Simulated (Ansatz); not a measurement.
Two isomers of CH5NSSi: A = `S[SiH]1CN1`, B = `C=N[SiH2]S`.

Gas-phase electronic energies from Ansatz, PBE0-D4/def2-TZVP geometries. CCSD(T)/CBS is the MP2 limit (def2-TZVPP, def2-QZVPP) plus CCSD(T) − MP2 in def2-TZVPP, frozen cores. DFT in def2-TZVPP. B3LYP here is the variant with VWN-RPA as its local correlation; programs differ in this. Each species was taken in one conformer, which may not be the lowest.

**Question.** Which is lower in electronic energy at CCSD(T)/CBS, and by how much? (An estimate is asked.)

**Answer.** Computed: B, by 11.6 kcal/mol.

**Question.** Give E(B) − E(A) in kcal/mol with HF/def2-TZVPP, B3LYP, CCSD/def2-TZVPP, r2SCAN-D4, PBE-D4, B2PLYP, BLYP-D4. (An estimate is asked.)

**Answer.** Ansatz gave: HF/def2-TZVPP -20.4, B3LYP -13.8, CCSD/def2-TZVPP -13.2, r2SCAN-D4 -9.1, PBE-D4 -8.3, B2PLYP -13.2, BLYP-D4 -14.8. None reverses the order clearly.

**Question.** Does the order hold for the free energy at 298.15 K (harmonic terms from PBE0-D4)? (Estimate.)

**Answer.** Ansatz gave: Yes: G(B) − G(A) = -14.4 kcal/mol, for one conformer each.

Largest T1 diagnostic: 0.013.

At CCSD(T), def2-SVP lies −5.2 kcal/mol from the extrapolated value and def2-TZVPP −1.1 kcal/mol. In def2-TZVPP, CCSD(T) changes the Hartree–Fock value by +7.7 kcal/mol (the triples alone add +0.4 kcal/mol) and MP2 by +9.9 kcal/mol.
